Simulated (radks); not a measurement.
Values are calculated unless marked as measured or tabulated.
Q: Successive ionisation energies (eV) of one element, from differences of total energies of ions in their ground configurations, starting at charge 44: 2327.0, 3920.6, 4044.7, 4169.8, 4295.8, 4422.4, 4586.7, 4718.9, 4851.9, 4985.8, 5120.3, 5639.0, 5757.1, 5873.3, 6027.2, 6148.1, 6267.0, 6790.8, 6921.4, 15533.9, 15857.8, 16176.3. Level of theory: scalar-relativistic Kohn-Sham, PBE, spin-polarised, spherical densities, finite nucleus; open shells are filled with parallel spins first (spin-orbit coupling, left out, can overturn this in heavy ions); Fermi nuclear charge, rms radius 5.3507 fm (a radial shooting solver on a logarithmic mesh with Libxc functionals). Which element is it?

A: Tantalum (Z = 73). The first species listed is Ta44+ in [Ar] 3d10 4s1, the last Ta65+ in [He] 2s2 2p4.
